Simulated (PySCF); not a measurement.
## How methods differ on the ionisation energy of Mg⁺

Mg⁺ [Ne] 3s1 (2S) → Mg²⁺ [Ne] (1S), as a difference of total energies. Computed with PySCF 2.14 in x2c-QZVPPall, with scalar relativity by spin-free X2C-1e. Correlated levels: valence and next inner shell: 1s2 frozen. The calculations carry no spin-orbit coupling.

| method | ionisation energy (eV) | error (eV) |
| --- | --- | --- |
| UHF | 14.745 | -0.290 |
| MP2 (valence and next inner shell) | 14.981 | -0.054 |
| SCS-MP2 (valence and next inner shell) | 14.930 | -0.105 |
| CCSD (valence and next inner shell) | 14.990 | -0.045 |
| CCSD(T) (valence and next inner shell) | 14.999 | -0.036 |

Reference: 15.035 eV (measured; NIST Atomic Spectra Database, ionization energies).

Errors of the correlated levels include the incompleteness of this basis and the frozen core.
